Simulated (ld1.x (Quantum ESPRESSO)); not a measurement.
# tellurium (Te), TM semilocal: configuration errors across variants

```json
{
 "Element": "tellurium",
 "Generator": "ld1.x (Quantum ESPRESSO) 7.5",
 "Type": "norm-conserving Troullier–Martins (semilocal form)",
 "Functional": "LDA (PZ)",
 "Relativity": "scalar-relativistic",
 "Frozen core": "[Kr] 4d10",
 "Valence charge": "6",
 "Reference configuration": "5s2 5p4",
 "Partial waves": "5p (bound): rc 1.70 bohr; 5s (bound): rc 1.55 bohr",
 "Local potential": "the s channel",
 "Core correction": "Bessel-smoothed model core, default radius (core density twice the valence density)"
}
```

All-electron excitation energies from the reference (eV): (1) 5s2 5p3 9.916; (2) 5s2 5p2 28.089; (3) 5s2 5p1 55.321; (4) 5s0 5p6 18.915; (5) 5s2 5p3.5 3.985; (6) 5s2 5p4.3 -1.516; (7) 5s1 5p5 9.353; (8) 5s2 5p4 spin -0.480; (9) 5s2 5p3 spin 8.605.

Spin tests fill each open shell by Hund’s rule, majority spin first.

In the semilocal form every listed channel keeps its own potential, so the choice of the local channel does not act on these tests. It acts once the file is put into the separable form.

A semilocal file is local in each channel, so a ghost entry of none says nothing of the separable form that plane-wave codes build from it.

The default core radius of the base comes out at 1.49 bohr.

4 further variants failed, have other tests or another functional or relativity, and are left out.

A true bound ghost makes a file unfit for plane-wave use even where its test errors are small: the radial tests pick states by their node count and pass the ghost by.

Errors AE − PS in meV (a dash: test not solved or not reliable):

```tsv
change	(1)	(2)	(3)	(4)	(5)	(6)	(7)	(8)	(9)	bound ghosts
base	-2.3	-15	-67	-20	-0.9	+0.5	-5.6	-1.6	-12	none
core correction Bessel-smoothed model core inside 1.20 bohr	-2.3	-15	-67	-20	-0.9	+0.4	-5.6	-1.8	-13	none
wave 5p (bound): rc 1.70 bohr becomes 5p (bound): rc 1.44 bohr	+4.6	+17	-14	-25	+0.7	+0.8	-6.7	-1.5	-11	none
wave 5s (bound): rc 1.55 bohr becomes 5s (bound): rc 2.04 bohr	-2.4	-15	-70	-20	-0.9	+0.5	-5.7	-1.6	-12	none
all radii but the core radius scaled by about 1.34 (s 2.08, p 2.28 bohr)	-3.7	-20	-71	-40	-1.2	+0.4	-10	+1.2	-3.3	none
all radii but the core radius scaled by about 1.05 (s 1.62, p 1.78 bohr)	-3.0	-18	-71	-27	-1.0	+0.4	-7.2	-0.6	-8.9	none
wave 5s (bound): rc 1.55 bohr becomes 5s (bound): rc 1.62 bohr	-2.4	-15	-69	-18	-0.9	+0.4	-5.2	-1.6	-12	none
```

(1) Give the same row for: type RRKJ, which also changes the form from semilocal to separable; local potential the p channel.

## Answers

(1) -3.3, -22, -94, -17, -1.0, +0.4, -5.5, -1.9, -15; bound ghosts: s.
